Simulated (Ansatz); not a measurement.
Ansatz results at the PBE0-D4/def2-TZVP geometry: ideal-gas entropy at 298 K and 1 bar (rigid rotor, harmonic PBE0-D4/def2-TZVP) 352 J/(mol·K); size of the dipole moment (B3LYP/def2-TZVPP) 1.02 D; size of the dipole moment (PBE/def2-TZVPP) 1.35 D.

(1) Which molecule gave them?
A. `[O][Si](Cl)(Cl)Cl`•
B. `[CH2][GeH2][OH]`•
C. `C[SiH](C)[S]`•
D. `[MgH]`•

Answers

(1) A. The others give `[CH2][GeH2][OH]`•: 327, 1.10, 1.00; `[MgH]`•: 193, 1.37, 1.20; `C[SiH](C)[S]`•: 348, 1.91, 2.05.

B3LYP here is the variant with VWN-RPA as its local correlation; programs differ in this.
